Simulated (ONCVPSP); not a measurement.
**Co (Z = 27), ONCV: configuration errors across variants**

```json
{
 "Element": "cobalt (Co)",
 "Generator": "ONCVPSP 4.0.1",
 "Type": "optimised norm-conserving Vanderbilt (ONCV)",
 "Functional": "BLYP",
 "Relativity": "scalar-relativistic",
 "Frozen core": "[Ne]",
 "Valence charge": "17",
 "Reference configuration": "3s2 3p6 3d7 4s2",
 "Partial waves": "3s+4s: rc 1.40 bohr, ncon 4, nbas 8, qcut 9.6 1/bohr, 2 projectors; 3p: rc 1.05 bohr, ncon 3, nbas 7, qcut 11.1 1/bohr, 2 projectors, debl 0.5 Ha; 3d: rc 0.90 bohr, ncon 3, nbas 8, qcut 17.7 1/bohr, local",
 "Local potential": "the d channel",
 "Core correction": "polynomial model core, fcfact 0.25"
}
```

In the p channel the program set the typed energies aside and used -2.405, 0.250 Ha.

All-electron excitation energies from the reference (eV): (1) 3s2 3p6 3d7 4s1 9.043; (2) 3s2 3p6 3d7 4s0 26.016; (3) 3s2 3p6 3d6 4s0 61.891; (4) 3s2 3p6 3d5 4s0 117.213.

A true bound ghost makes a file unfit for plane-wave use even where its test errors are small: the radial tests pick states by their node count and pass the ghost by.

Errors AE − PS in meV (a dash: test not solved or not reliable):

| change | (1) | (2) | (3) | (4) | bound ghosts | GHOST(+) flags above zero |
| --- | --- | --- | --- | --- | --- | --- |
| base | -0.5 | -0.6 | -12 | -17 | none | s |
| p: qcut 8.9 | -0.5 | -0.7 | -12 | -20 | none | s, p |
| p: qcut 10.2 | -0.5 | -0.6 | -12 | -18 | none | s |
| p: qcut 12 | -0.5 | -0.6 | -12 | -17 | none | s |
| p: qcut 13.1 | -0.5 | -0.6 | -12 | -18 | none | s, p |
| p: qcut 15.1 | -0.5 | -0.7 | -12 | -21 | p | s |
| p: qcut 16.4 | -0.5 | -0.7 | -13 | -23 | p | s |

Question: Give the same row for: p: qcut 6.9.

Answer: -0.5, -0.7, -14, -33; bound ghosts: none; GHOST(+) flags above zero: s.
